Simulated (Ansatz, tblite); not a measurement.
Cost and result up the ladder for closo-2-NB4 (H on N) (B4NH5) (10 atoms). Total charge 0; singlet. Geometry: r2SCAN-D4/def2-SVP.

Cartesian coordinates in Å:
```
N 0.7320 -0.2180 -0.2109
B -0.9421 -0.3513 -0.4688
B 0.0530 1.0604 -0.7241
B -0.1448 -1.0328 0.7505
B -0.2566 0.7087 0.8143
H 1.6775 -0.4991 -0.4838
H -1.5935 -0.6670 -1.4196
H 0.3738 1.7414 -1.6481
H 0.1899 -1.9092 1.4855
H -0.0891 1.1669 1.9052
```

Ansatz on 4 threads of Arm Neoverse V1 on a shared host; xTB runs through tblite on one thread. Times are rough, summed over both states, and most runs start from the orbitals of an earlier one. PBE0-D4/def2-TZVP serves as the yardstick here, not as an exact answer. The other state is a doublet.

The xTB rows come from tblite.

Raw xTB energies of ions are shifted by several eV.

```json
{"level": "GFN2-xTB", "functions": "25", "wall time": "0.006 s", "vertical IE (eV)": "12.06", "difference from PBE0-D4/def2-TZVP (eV)": "3.28"}
{"level": "GFN1-xTB", "functions": "30", "wall time": "0.007 s", "vertical IE (eV)": "13.14", "difference from PBE0-D4/def2-TZVP (eV)": "4.36"}
{"level": "PBE-D4/def2-TZVP", "functions": "185", "wall time": "3.7 s", "vertical IE (eV)": "8.84", "difference from PBE0-D4/def2-TZVP (eV)": "0.06"}
{"level": "PBE0-D4/def2-TZVP", "functions": "185", "wall time": "4.8 s", "vertical IE (eV)": "8.78", "difference from PBE0-D4/def2-TZVP (eV)": "0.00"}
{"level": "r2SCAN-D4/def2-TZVP (with forces)", "functions": "185", "wall time": "8 s", "vertical IE (eV)": "8.71", "difference from PBE0-D4/def2-TZVP (eV)": "-0.07"}
```
